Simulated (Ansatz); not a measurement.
Two structures of SiHClF4, singlet, reached by relaxing down either side of one saddle point (PBE0-D4/def2-TZVP). Energies are electronic, without zero-point energy. Ansatz 0.2.0; basis: def2-TZVPP and def2-QZVPP; cores frozen in the correlated methods. Extrapolation: Hartree–Fock as exp(−7.88 √X), correlation as X^−2.97. First:

```
7
angstrom
Si -0.5581 -0.8517 -0.1101
F 0.9856 -0.7383 -0.3471
F -0.9978 -2.3251 -0.3913
F -1.3152 0.1018 -1.0858
F -0.8946 -0.4925 1.3705
H 1.9070 1.8173 0.1094
Cl 0.8732 2.4884 0.4545
```

Second:

```xyz
7
angstrom
Si -0.9100 -0.0205 -0.3237
F 1.9753 -0.5224 0.8962
F -0.1871 -1.1541 -1.1214
F -2.3598 0.1282 -0.9036
F -1.0334 -0.4149 1.1840
H 2.4632 0.2532 0.8013
Cl 0.0518 1.7307 -0.5329
```

Problem. Which bonds change from the first to the second?

Solution. SiF₄ ([F][Si]([F])([F])[F]) + HCl → SiClF₃ ([F][Si]([F])([F])[Cl]) + HF; bonds formed: Si1–Cl7, F2–H6; bonds broken: Si1–F2, H6–Cl7.

Problem. Give the saddle point's structure and its height above each. (To be estimated.)

Solution. Computed: 179.6 kJ/mol above the first and 125.6 kJ/mol above the second (CCSD(T) at an estimated basis limit (MP2 extrapolated from triple and quadruple zeta, plus CCSD(T) − MP2 in triple zeta)).
Si1  (-0.417, -0.301, -0.055)
F2  (1.229, -0.439, 0.586)
F3  (-0.141, -1.467, -1.074)
F4  (-1.691, 0.363, -0.734)
F5  (-1.020, -0.686, 1.345)
H6  (1.429, 0.750, 0.280)
Cl7  (0.610, 1.782, -0.348)
(Å)

The T1 diagnostic stays at or below 0.012.

Labels in which every atom is bracketed show which atoms are joined, not bond orders.

For scale, one of the runs: CCSD(T)/def2-TZVPP, 222 basis functions, launched by `ansatz run in.yaml --threads 8 --pin off --events-out ev --progress --plain --max-ram 19148MiB`. Time: 73 s of wall clock on 8 CPU threads of an Arm Neoverse V2; the host was shared. Peak host memory: 3.8 GiB.
